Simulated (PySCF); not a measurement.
## Electronic structure of Al (aluminium, neutral) at the UHF level

Configuration: [Ne] 3s1 3p1 3d1, one real determinant (an excited configuration). All numbers are calculated (PySCF 2.14, scalar relativity by spin-free X2C-1e, in aug-cc-pVTZ-DK).

| Item | Value |
| --- | --- |
| Total energy | -242.031210 hartree |
| One-electron energy | -334.8562 hartree |
| Hartree (Coulomb) energy | 110.9140 hartree |
| Exchange energy | -18.0890 hartree |
| ⟨S²⟩ | 3.7501 |
| ⟨L²⟩ | 8.033 |
| Sum of ⟨r⟩ | 16.53 bohr |
| Sum of ⟨r²⟩ | 62.32 bohr² |
| Traceless quadrupole moment −½Σ⟨3z² − r²⟩ along its main axis | 7.53 e·bohr² |
| Langevin diamagnetic susceptibility | -49.4 ×10⁻⁶ cm³/mol |

```json
{"shell": "1s α", "electrons": "1", "mean orbital energy (eV)": "-1600.4", "spread (eV)": "0", "rms radius, mean of both spins (bohr)": "0.139"}
{"shell": "1s β", "electrons": "1", "mean orbital energy (eV)": "-1600.0", "spread (eV)": "0", "rms radius, mean of both spins (bohr)": "0.139"}
{"shell": "2s α", "electrons": "1", "mean orbital energy (eV)": "-139.30", "spread (eV)": "0", "rms radius, mean of both spins (bohr)": "0.676"}
{"shell": "2s β", "electrons": "1", "mean orbital energy (eV)": "-138.51", "spread (eV)": "0", "rms radius, mean of both spins (bohr)": "0.676"}
{"shell": "2p α", "electrons": "3", "mean orbital energy (eV)": "-92.738", "spread (eV)": "0.301", "rms radius, mean of both spins (bohr)": "0.673"}
{"shell": "2p β", "electrons": "3", "mean orbital energy (eV)": "-92.212", "spread (eV)": "0.372", "rms radius, mean of both spins (bohr)": "0.673"}
{"shell": "3s α", "electrons": "1", "mean orbital energy (eV)": "-16.007", "spread (eV)": "0", "rms radius, mean of both spins (bohr)": "2.58"}
{"shell": "3p α", "electrons": "1", "mean orbital energy (eV)": "-9.583", "spread (eV)": "0", "rms radius, mean of both spins (bohr)": "3.13"}
{"shell": "3d α", "electrons": "1", "mean orbital energy (eV)": "-1.479", "spread (eV)": "0", "rms radius, mean of both spins (bohr)": "6.50"}
```

⟨L²⟩ = 8.03 against 12 for a pure F term, so this real determinant mixes terms. The outer electron is Rydberg-like, and this basis confines it to a smaller radius and binds it less than a complete one would.

Densities and radii are taken from the X2C orbitals without a picture-change correction, which distorts them close to the nucleus.

Spin-orbit constants ζ (cm⁻¹) from the X2C one-electron operator on these orbitals: bare nucleus, nucleus screened by l(l+1)(2l+1)/3 electrons, and screened by the Breit-Pauli mean field of the electrons.

| shell | bare | screened nucleus | mean field |
| --- | --- | --- | --- |
| 2p | 2674 | 2263 | 2077 |
| 3p | 124.8 | 105.6 | 94.96 |
| 3d | 0.9246 | 0.2134 | 0.06087 |

To first order the Landé constant is A = 10.56 cm⁻¹, so the lowest level has J = 3/2 and lies 0.00786 eV below the centre of the term. This holds in LS coupling only.
